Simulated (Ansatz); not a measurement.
Scan of the Sn2–Cl3 bond length

SnClF (SMILES [F][Sn][Cl]), closed shell, at its PBE0-D4/def2-TZVP minimum:

F1  (-1.390, 0.223, -0.744)
Sn2  (0.164, 0.898, 0.191)
Cl3  (1.214, -1.186, 0.540)
(Å)

The bond length Sn2–Cl3 (2.360 Å at the minimum) is set to the values below, with the rest relaxed at PBE0-D4/def2-TZVP at each step. Each method's energies count from its own value at the PBE0-D4 minimum structure. Program: Ansatz 0.2.0. Basis: def2-TZVPP. Cores are frozen in the correlated methods. Filled d shells of the heavier atoms are correlated. Core potentials replace the inner electrons of the atoms past krypton. The def2 sets are not built for correlating such inner shells, so the correlated values are less sure here. B3LYP uses VWN-RPA correlation.

| bond length (Å) | CCSD(T) (kcal/mol) | PBE0-D4 (kcal/mol) | r2SCAN-D4 (kcal/mol) |
| --- | --- | --- | --- |
| 1.935 | 50.28 | 49.44 | 50.11 |
| 2.035 | 24.73 | 24.48 | 24.96 |
| 2.180 | 5.89 | 5.97 | 6.20 |
| 2.350 | 0.00 | 0.01 | 0.02 |
| 2.539 | ? | 3.59 | 3.42 |
| 2.742 | ? | 12.66 | 12.35 |
| 2.958 | 25.54 | 24.26 | 23.78 |
| 3.185 | 38.24 | 36.45 | 35.72 |
| 3.422 | ? | 48.15 | 47.07 |

**Question.** Fill in the withheld CCSD(T) values. (An estimate is asked for; the value comes from the calculation.)

**Answer.** Computed: 3.93 kcal/mol at 2.539 Å; 13.47 kcal/mol at 2.742 Å; 50.53 kcal/mol at 3.422 Å. These count from the CCSD(T) energy at the PBE0-D4 minimum.

Minimum and curvature along this coordinate at CCSD(T): A fifth-order fit through the nearest points gives 2.354 Å, with a curvature of about 13 eV/Å².

Largest difference from the CCSD(T) curve over the scan: PBE-D4 7.99; B3LYP-D4 6.70; wB97M-V 1.06; HF 1.85 kcal/mol. Each curve counts from its own value at the minimum.

The T1 diagnostic stays at or below 0.021.

For scale, one of the runs: CCSD(T)/def2-TZVPP, 123 basis functions (an equivalent command: `ansatz run in.yaml --threads 2`). Hardware: 2 CPU threads, shared host. Wall time about 4.1 s.
